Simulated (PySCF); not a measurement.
Ground-state electric properties of a mixed set of molecules.

All values: PBE0/pcSseg-1 (PySCF) at GFN2-xTB geometries, gas phase, one conformer each.

(1) Rank by the highest IAO charge on any atom, lowest value first.
A. `C[C@@H](/C=C/CF)F`
B. `F[C@@H]1CCC[C@H]1F`
C. `O[SiH2]OCOC(F)(F)F`
D. `CCC(Cl)=C=O`
E. `[SiH3]O[SiH]1O[SiH2][SiH2]O1`

(2) Rank by the highest Hirshfeld charge on any atom, lowest value first.
A. `C1C[C@@H](F)[C@H](F)C1`
B. `[SiH3]O[SiH]1O[SiH2][SiH2]O1`
C. `FC/C=C/[C@H](C)F`
D. `O[SiH2]OCOC(F)(F)F`
E. `CCC(Cl)=C=O`

(3) Rank by dipole moment, highest first.
A. `[CH3:1][C@H:2]([F:3])/[CH:4]=[CH:5]/[CH2:6][F:7]` with C1–C2–C4–C5 117°, C4–C5–C6–F7 1°
B. `[OH:1][SiH2:2][O:3][CH2:4][O:5][C:6]([F:7])([F:8])[F:9]` with H–O1–Si2–O3 173°, O1–Si2–O3–C4 56°, Si2–O3–C4–O5 -61°, O3–C4–O5–C6 -68°
C. `[CH3:1][CH2:2][C:3]([Cl:4])=[C:5]=[O:6]` with C1–C2–C3–Cl4 69°

Answers

(1) B (+0.160 e), A (+0.189 e), D (+0.422 e), C (+1.217 e), E (+1.471 e).

(2) A (+0.059 e), C (+0.070 e), E (+0.181 e), D (+0.451 e), B (+0.508 e).

(3) B (3.37 D), C (2.02 D), A (0.29 D).

All values together:

```tsv
SMILES	formula	μ (D)	HOMO (eV)	LUMO (eV)	lowest IAO charge (e)	highest IAO charge (e)	lowest Hirshfeld charge (e)	highest Hirshfeld charge (e)
O[SiH2]OCOC(F)(F)F	C2H5F3O3Si	3.37	-8.77	0.59	-0.792 (O)	+1.217 (Si)	-0.306 (O)	+0.451 (Si)
C[C@H](F)/C=C/CF	C5H8F2	0.29	-7.50	0.24	-0.435 (C)	+0.189 (C)	-0.125 (C)	+0.070 (C)
[SiH3]O[SiH]1O[SiH2][SiH2]O1	H8O3Si4	2.14	-8.33	-0.94	-0.889 (O)	+1.471 (Si)	-0.314 (O)	+0.508 (Si)
F[C@@H]1CCC[C@H]1F	C5H8F2	1.89	-8.87	1.25	-0.333 (F)	+0.160 (C)	-0.121 (F)	+0.059 (C)
CCC(Cl)=C=O	C4H5ClO	2.02	-6.71	-1.95	-0.419 (C)	+0.422 (C)	-0.142 (O)	+0.181 (C)
```

Conformers: `[OH:1][SiH2:2][O:3][CH2:4][O:5][C:6]([F:7])([F:8])[F:9]` with H–O1–Si2–O3 173°, O1–Si2–O3–C4 56°, Si2–O3–C4–O5 -61°, O3–C4–O5–C6 -68°; `[CH3:1][C@H:2]([F:3])/[CH:4]=[CH:5]/[CH2:6][F:7]` with C1–C2–C4–C5 117°, C4–C5–C6–F7 1°; `[SiH3:1][O:2][SiH:3]1[O:4][SiH2:5][SiH2:6][O:7]1` with Si1–O2–Si3–O4 -48°; `[F:1][C@@H:2]1[CH2:3][CH2:4][CH2:5][C@H:6]1[F:7]` with F1–C2–C3–C4 -138°, C2–C3–C4–C5 36°, C3–C4–C5–C6 -40°, C4–C5–C6–F7 -89°; `[CH3:1][CH2:2][C:3]([Cl:4])=[C:5]=[O:6]` with C1–C2–C3–Cl4 69°.
